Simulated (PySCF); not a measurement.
In(H)(Me)(Et) (C3H9In), SMILES C[CH2][InH][CH3].

Geometry optimised at r2SCAN-D4/def2-SVP. The structure was generated by enumeration; whether it is a known compound was not checked. The def2 effective core potentials stand for the cores of In; spin–orbit coupling is left out. The values are those of a single conformer.

Two levels are set side by side: TDDFT-PBE/def2-SVPD (PySCF) and TDDFT-PBE0/def2-SVPD (PySCF). Vertical, same geometry. The lowest singlet is HOMO→LUMO 100 % with PBE and HOMO→LUMO 100 % with the other functional; states are paired by order. Differences are taken from unrounded values.

| quantity | TDDFT-PBE |
|---|---|
| lowest singlet excitation (eV) | 3.86 |
| lowest triplet excitation (TDA) (eV) | 3.63 |
| first bright state (f over 0.05) (eV) | 5.30 |
| its oscillator strength | 0.06 |

Question: These are the TDDFT-PBE values. What does TDDFT-PBE0 give? (The exact figures need the calculation; the answer reports its results.)

Answer: 
```
quantity                               TDDFT-PBE0  TDDFT-PBE minus TDDFT-PBE0
-------------------------------------  ----------  --------------------------
lowest singlet excitation (eV)               4.29                       -0.42
lowest triplet excitation (TDA) (eV)         4.03                       -0.39
first bright state (f over 0.05) (eV)        5.86                       -0.55
its oscillator strength                      0.10                       -0.04
```

A lower first singlet is the usual sign of a functional without exact exchange. Differences between two approximate levels are no errors against the true value.

Rough cost on one machine, each run with all the roots and properties that it gave: TDDFT-PBE0 against TDDFT-PBE about 4 times.
